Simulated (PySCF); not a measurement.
Job for PySCF: R-M06-2X/def2-TZVPP on BH5N2O (SMILES NB(N)O), a point of a torsion scan.

```python
from pyscf import gto, dft

mol = gto.M(
    atom='''
    N     0.90603920    0.87029586   -0.13420624
    B     0.05186706   -0.24912286   -0.16009034
    N    -1.35478765   -0.08465193   -0.09634637
    O     0.63300938   -1.49052033   -0.24861970
    H     1.90156893    0.76868870   -0.17868361
    H     0.59052670    1.81852317   -0.07163672
    H    -1.79696414    0.81225459   -0.03144514
    H    -2.00793926   -0.84591612   -0.11091352
    H     0.00094146   -2.20587921   -0.26179768
    ''',
    basis='def2-tzvpp',
    charge=0, spin=0, verbose=4, max_memory=1800)
mf = dft.RKS(mol, xc='m062x').density_fit(auxbasis='def2-universal-jkfit')
mf.grids.level = 4
mf.conv_tol = 1e-9
mf.max_cycle = 150
mf.kernel()
mf.dip_moment()
```

Q: What total energy does the run end on?

A: -212.7373 hartree.
